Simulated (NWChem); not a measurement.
C4H6S; SMILES C#CCSC

```xyz
11

C     -0.4985    -2.4972    -0.2887
C      0.1730    -1.5515     0.0494
C      0.9529    -0.3959     0.4715
S      0.4406     1.1946    -0.3213
C     -1.2896     1.2867     0.2536
H     -1.0756    -3.3385    -0.5983
H      2.0072    -0.5152     0.1973
H      0.9123    -0.2806     1.5612
H     -1.7275     2.1747    -0.2098
H     -1.3448     1.3902     1.3418
H     -1.8480     0.4027    -0.0659
```
Atoms are numbered in this order, from 1.

Program: NWChem. Medium grid unless said otherwise, to which SCAN and Minnesota functionals are sensitive. The geometry was optimised at B3LYP/6-31G* (spherical d). Total energies of different functionals are on different scales.

```json
[
 {"level": "PBE/def2-TZVP", "energy (Ha)": "-553.8360", "highest occupied level (eV)": "-5.32", "orbital gap (eV)": "4.47", "dipole (D)": "1.22"},
 {"level": "B3LYP/def2-TZVP", "energy (Ha)": "-554.2454", "highest occupied level (eV)": "-6.33", "orbital gap (eV)": "6.26", "dipole (D)": "1.24"},
 {"level": "PBE0/def2-TZVP", "energy (Ha)": "-553.8854", "highest occupied level (eV)": "-6.56", "orbital gap (eV)": "6.72", "dipole (D)": "1.28"},
 {"level": "TPSSh/def2-TZVP", "energy (Ha)": "-554.2515", "highest occupied level (eV)": "-5.91", "orbital gap (eV)": "5.65", "dipole (D)": "1.29"},
 {"level": "r2SCAN/def2-TZVP", "energy (Ha)": "-554.0938", "highest occupied level (eV)": "(withheld)", "orbital gap (eV)": "(withheld)", "dipole (D)": "1.30"},
 {"level": "PW6B95/def2-TZVP", "energy (Ha)": "-554.7464", "highest occupied level (eV)": "-6.64", "orbital gap (eV)": "6.89", "dipole (D)": "1.23"}
]
```

Question: Some entries are withheld; supply them.

Answer: 
- r2SCAN/def2-TZVP, highest occupied level (eV): -5.56
- r2SCAN/def2-TZVP, orbital gap (eV): 4.95
